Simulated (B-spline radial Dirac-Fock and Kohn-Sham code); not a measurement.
Z = 59 (praseodymium), transition energy 290 keV. Model: a Dirac-Hartree-Slater potential of the neutral atom with a Latter tail (no hole, which puts coefficients of high multipoles low close above an edge), finite nucleus with surface currents. Program: an atomic code on a B-spline grid. Subshells that would emit electrons below 1 keV are left out.

Task: A pure transition shows α(K) = 0.908, L1/L2 = 6.20 and L1/L3 = 4.83. What is its multipolarity?
A. E4
B. E1
C. M3
D. M2
E. E3
F. M4
G. M1
H. E2

Result: C. For comparison, α(K), L1/L2, L1/L3 are E1 0.0122, 12.2, 10.3; E2 0.0447, 2.01, 2.63; E3 0.146, 0.562, 0.937; E4 0.468, 0.241, 0.452; M1 0.0589, 15.5, 77.7; M2 0.250, 9.37, 18.0; M4 3.25, 4.51, 2.14.

Values without a named source are computed, but for edge energies of neutral atoms, which are taken from tables.
